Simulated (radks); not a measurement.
Charge is removed step by step from the 2s1/2 level of neutral caesium, starting from [Xe] 6s1. All-electron calculation, Dirac Kohn-Sham, PBE, spin-unpolarised, spherical densities, finite nucleus; Fermi nuclear charge, rms radius 4.8041 fm. Program: a radial shooting solver on a logarithmic mesh with Libxc functionals.

removed (e)  E - E(0) (eV)  eigenvalue (eV)  E minus straight line (eV)
0                    0.000          -5608.6                       0.000
0.125               702.13          -5625.4                      -7.413
0.25                1406.4          -5642.3                     -12.721
0.375               2112.7          -5659.2                     -15.918
0.5                 2821.2          -5676.2                     -16.997
0.625               3531.8          -5693.2                     -15.951
0.75                4244.5          -5710.3                     -12.773
0.875               4959.3          -5727.4                      -7.458
1                   5676.3          -5744.6                       0.000

Removing the whole electron costs 5676.3 eV by Delta-SCF, against 5608.6 eV from minus the eigenvalue at the starting occupation. Slater's transition state (half an electron removed) gives 5676.2 eV. Integrating minus the eigenvalue over the occupation (Janak's theorem) gives 5676.3 eV. The mean slope of the eigenvalue, de/dn, is 136 eV per electron.
